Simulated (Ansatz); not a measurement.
[MoOS3]2- (MoS3O²⁻). Total charge -2; singlet. Geometry PBE-D4/def2-SVPD, basis def2-TZVPD, Ansatz.

```csv
run,HOMO (eV),LUMO (eV)
A,0.24,6.14
B,2.90,5.21
C,-0.05,6.74
D,2.77,5.34
E,3.04,5.34
F,2.30,5.66
```

In the def2 sets Mo takes a core potential; there is no spin–orbit coupling. B3LYP takes the VWN-RPA correlation. A multiply charged anion in the gas phase is held together partly by the finite basis.

Question: The runs used B3LYP, B97M-V, HF, LDA (SPW92), PBE, ωB97M-V. Estimate which is which.

Answer: A ωB97M-V (range-separated); B LDA (SPW92) (0 % exact exchange); C HF (100 % exact exchange); D B97M-V (0 % exact exchange); E PBE (0 % exact exchange); F B3LYP (20 % exact exchange). Exact exchange lowers occupied and raises empty levels; among semilocal functionals meta-GGAs tend to open the gap a little, and such runs are hard to tell apart. The gap grows from 2.30 eV (PBE) to 6.79 eV (HF). At ωB97M-V/def2-TZVPD, LDA (SPW92)/def2-TZVPD, B97M-V/def2-TZVPD, PBE-D4/def2-TZVPD and others the highest occupied level of the charge -2 singlet lies above zero (up to 3.04 eV). The electron is either unbound and held by the finite basis, or the level is raised by self-interaction error.
